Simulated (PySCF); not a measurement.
BFH, SMILES F[BH] (connectivity only; charge and spin as stated), charge +1, multiplicity 1.

Geometry optimised at PBE0-D3(BJ)/def2-TZVPD. The spin state was assumed, not searched. The isomer is the one that the SMILES or the coordinates give; other isomers of the formula were not compared.

Two levels are set side by side: PBE/def2-TZVPD (PySCF) and M06-2X/def2-TZVPD (PySCF). Same geometry, gas phase. Differences are taken from unrounded values.

```
quantity                     M06-2X     PBE  PBE minus M06-2X
---------------------------  ------  ------  ----------------
orbital gap (eV)              15.59    9.84             -5.75
highest occupied level (eV)  -23.76  -20.46              3.30
lowest empty level (eV)       -8.17  -10.62             -2.45
mean polarisability (bohr³)     9.8    10.3               0.6
```

PBE's occupied levels lie high since its potential decays too fast outside the molecule; exact exchange lowers them and widens the gap. Loosely held outer electrons make PBE densities more polarisable. Differences between two approximate levels are no errors against the true value.

Rough cost on one machine, each run with all the roots and properties that it gave: M06-2X against PBE about 4 times.
